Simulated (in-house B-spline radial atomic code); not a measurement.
Mg. Computed with a B-spline radial atomic code. Model: non-relativistic spherical atom: semilocal Troullier-Martins pseudo-atom, one channel per l, against all electrons, high spin, G0W0 and RPA with empty states to l = 8, local potential for every l without a channel, a model core (radius 0 = none) keeps its share of the functional.

What the tables leave out is listed at the end.

The pseudopotential gives back the lowest level of each angular momentum of its own functional in the configuration it was made in; a second state of the same l is only approximately right. Exact exchange, RPA and GW see the smooth pseudo-orbitals and miss the exchange with the core, for which the functional's share stands in. The column with an uncorrelated core keeps all orbitals and exact exchange, and so separates missing core correlation from pseudisation. Only the three outermost levels and the lowest empty one were computed. RPA here is direct RPA, with no exchange kernel, and its energies carry an (l + 1/2)⁻⁴ tail. A hybrid on a potential with a model core restores only its own semilocal share of the core's exchange.

Command:
```bash
python run_psgw.py task.json out
```
Settings (lengths in bohr, energies in hartree):
```
Z                      12
electrons              12
configuration          [Ne] 3s2
generated_in           [Ne] 3s2
functional             lda,vwn
core_shells            2
radius_factor          1.3
core_correction        True
ion_configuration      [Ne] 3s1
```

Cost of the run: 39 s on 1 thread of Arm Neoverse N1, with other jobs on the host.

Given: made with LDA VWN5; model core radius 0.201 bohr; local radius 1.278 bohr; mean-field start LDA VWN5.

Valence shells of the generating configuration: 2p, 3s.

Channel: s 3.255, p 0.929 (radii in bohr).

Computed: largest level miss in the spin-unpolarised generating configuration 0 eV; valence RPA correlation energy pseudo -0.50469 hartree; all-electron RPA polarisability, core included 53.033 bohr³; pseudo-atom RPA polarisability 53.042 bohr³; ionisation by mean-field all-electron 7.7209 eV; ionisation by mean-field pseudo minus all 0.013 eV; ionisation by RPA all-electron 8.0165 eV.

| level | occupied | mean-field all-electron (eV) | mean-field pseudo minus all (eV) | G0W0 all-electron (eV) | G0W0 uncorrelated core minus all (eV) | G0W0 pseudo minus all (eV) | exchange self-energy all-electron (eV) | exchange self-energy pseudo (eV) |
| --- | --- | --- | --- | --- | --- | --- | --- | --- |
| 3s | 1 | -4.7736 | 0 | -7.5347 | -0.025 | -0.179 | -9.0787 | -8.9449 |

Problem. What is the ionisation by RPA pseudo minus all?

Solution. 0.171 eV.

Problem. What is the valence RPA correlation energy all-electron orbitals?

Solution. -0.42353 hartree.

Given: mean-field start PBE0.

Computed: valence RPA correlation energy all-electron orbitals -0.39684 hartree; valence RPA correlation energy pseudo -0.48096 hartree; all-electron RPA polarisability, core included 46.37 bohr³; ionisation by mean-field all-electron 7.5415 eV; ionisation by RPA all-electron 7.8399 eV; ionisation by RPA pseudo minus all 0.136 eV.

| level | occupied | mean-field all-electron (eV) | mean-field pseudo minus all (eV) | G0W0 all-electron (eV) | G0W0 uncorrelated core minus all (eV) | G0W0 pseudo minus all (eV) | exchange self-energy all-electron (eV) | exchange self-energy pseudo (eV) |
| --- | --- | --- | --- | --- | --- | --- | --- | --- |
| 3s | 1 | -5.4255 | -0.03 | -7.6709 | -0.022 | -0.167 | -8.8703 | -8.9015 |

Problem. What is the ionisation by mean-field pseudo minus all?

Solution. 0.046 eV.

Problem. What is the pseudo-atom RPA polarisability?

Solution. 45.497 bohr³.

Among the listed levels the largest G0W0 shift of the pseudo-atom is -0.18 eV, for 3s on the LDA VWN5 start, while leaving the core uncorrelated moves that level by -0.03 eV. So pseudisation and the lost core exchange, not the missing core correlation, make the error. Not in the tables (levels of low weight, unsolved or above zero; the highest and the empty levels are kept at any weight): on LDA the G0W0 levels 2p (pseudo minus all +2.36 eV, weights 0.05 and 0.06), 3p (pseudo minus all +0.03 eV, weights 0.86 and 0.85); on PBE0 the G0W0 levels 2p (pseudo minus all +3.92 eV, weights 0.53 and 0.03), 3p (pseudo minus all +0.06 eV, weights 0.91 and 0.91); no Hartree-Fock pseudo-atom is run with a model core.
